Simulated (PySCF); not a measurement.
Species: Sn(vinyl)(NHMe)3, C5H15N3Sn.
Cartesian coordinates in Å at the PBE0-D3(BJ)/def2-SVP level; atoms count from 1:
```xyz
24
C5H15N3Sn angstrom
Sn    -0.0293    0.1789    0.3253
C     -0.2231    0.4084    2.4276
C      0.8823    0.4761    3.1752
H     -1.2104    0.4681    2.8995
H      1.8781    0.4160    2.7195
H      0.8430    0.5927    4.2653
N      1.9561    0.1646   -0.1303
C      2.5657   -0.9322   -0.8422
H      2.3471    1.0693   -0.3737
H      3.6203   -1.0806   -0.5434
H      2.0386   -1.8703   -0.6041
H      2.5507   -0.8363   -1.9474
N     -0.8544    1.7435   -0.6749
C     -2.1983    2.1953   -0.4002
H     -0.6247    1.7743   -1.6638
H     -3.0065    1.5648   -0.8236
H     -2.3661    2.2370    0.6889
H     -2.3556    3.2233   -0.7734
N     -0.8849   -1.5702   -0.2620
C     -1.0402   -1.9031   -1.6559
H     -0.7341   -2.3756    0.3366
H     -1.8924   -2.5882   -1.8184
H     -1.2674   -0.9895   -2.2311
H     -0.1519   -2.3668   -2.1336
```

Level of theory: PBE0-D3(BJ)/def2-SVP geometry optimisation, gas phase, def2 core potentials past Kr in PySCF.

(1) Which atoms are bound to Sn1, and at what distances?

(2) List the angles at Sn1.

(3) What is the shape at Sn1?

(4) What are the other bond lengths?

(5) Give some angles away from the centre.

(6) What are the rotational constants (commonest isotopes, rigid rotor)?

## Answers

(1) 4 atoms: N13 2.032 Å, N19 2.034 Å, N7 2.037 Å, C2 2.124 Å. The nearest atom not counted as bound is H15, at 2.62 Å.

(2) 
```
      angle  degrees  distance of the outer atoms (Å)
 C2–Sn1–N13    111.5                             3.44
N13–Sn1–N19    110.4                             3.34
 C2–Sn1–N19    109.9                             3.40
 N7–Sn1–N19    109.8                             3.33
  C2–Sn1–N7    108.1                             3.37
 N7–Sn1–N13    106.9                             3.27
```

(3) Tetrahedral: angles from 106.9° to 111.5°; τ4 = (360° − α − β)/141° = 0.98 with α and β the two widest (0 for a square, 1 for a tetrahedron).

(4) C2–C3 1.336 Å; N7–C8, N13–C14, N19–C20 1.443 Å. (A selection.)

(5) Sn1–C2–C3 118.9°, Sn1–N7–C8 121.8°.

(6) A = 1034, B = 1022, C = 729.9 MHz: a near-oblate asymmetric top.

Point group: C1 (no symmetry element, even within 0.4 Å). Charge 0, singlet. No frequency check.

On one thread, Arm Neoverse V1 (aarch64), shared host with 32 logical CPUs at a one-minute load of 24, this took 18 min wall and 1.0 GiB of memory at its peak. This is the geometry optimisation.

One conformer stands for the species.
